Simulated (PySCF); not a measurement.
# Deuteron quadrupole couplings in `C[S@@](=O)Cc1ccccc1`

Species: C₈H₁₀OS.
Atom-mapped SMILES: `[CH3:1][S@@:2](=[O:3])[CH2:4][c:5]1[cH:6][cH:7][cH:8][cH:9][cH:10]1` (hydrogens: H11, H12, H13 on C1; H14, H15 on C4; H16 on C6; H17 on C7; H18 on C8; H19 on C9; H20 on C10)

Structure used (PBE0-D3(BJ)/def2-SVP), in Å, numbered top down from 1:
```
atom  x, y, z in Å
C1     2.273    0.559   -1.279
S2     2.088   -1.184   -0.816
O3     3.447   -1.643   -0.377
C4     1.121   -0.911    0.733
C5    -0.239   -0.364    0.456
C6    -0.572    0.954    0.788
C7    -1.825    1.474    0.470
C8    -2.762    0.682   -0.192
C9    -2.440   -0.632   -0.531
C10   -1.188   -1.150   -0.210
H11    1.295    1.010   -1.498
H12    2.788    1.080   -0.459
H13    2.907    0.564   -2.175
H14    1.742   -0.265    1.371
H15    1.099   -1.918    1.176
H16    0.161    1.578    1.307
H17   -2.071    2.504    0.742
H18   -3.744    1.089   -0.443
H19   -3.170   -1.258   -1.049
H20   -0.939   -2.180   -0.480
```

Level: PBE0/pcSseg-1 (PySCF, non-relativistic); Q(2H) = 0.00286 b; rigid geometry, the same for H and D, with no vibrational averaging.

What are Vzz, η and χzz (234.96 MHz × Q × Vzz) at all hydrogens?

```csv
atom,bonded to,bond length (Å),Vzz (au),η,χzz (kHz)
H11,C1,1.099,0.2894,0.03,194
H12,C1,1.100,0.2897,0.04,195
H13,C1,1.098,0.2922,0.05,196
H14,C4,1.100,0.2862,0.02,192
H15,C4,1.100,0.2849,0.02,191
H16,C6,1.093,0.3018,0.07,203
H17,C7,1.093,0.3035,0.06,204
H18,C8,1.092,0.3041,0.07,204
H19,C9,1.093,0.3033,0.06,204
H20,C10,1.093,0.3004,0.08,202
```

How does χzz go with the bond length over the 10 C–H bonds?

A straight-line fit has a slope of -14.7 kHz for each 0.01 Å, with a correlation coefficient of -0.99, over lengths from 1.092 to 1.100 Å. The longer bonds have the smaller couplings here.

A static deuteron (I = 1) shows a doublet split by (3/2)χ, (3/4)χ(1 + η) and (3/4)χ(1 − η) with the field along z, y and x of the gradient. What are these for H18?

With |χ| = 204.3 kHz and η = 0.065: 306, 163 and 143 kHz, to first order and without motion.

Geometry: PBE0-D3(BJ)/def2-SVP, one conformer, isolated molecule. With a basis this small, the couplings can be 20 % off.
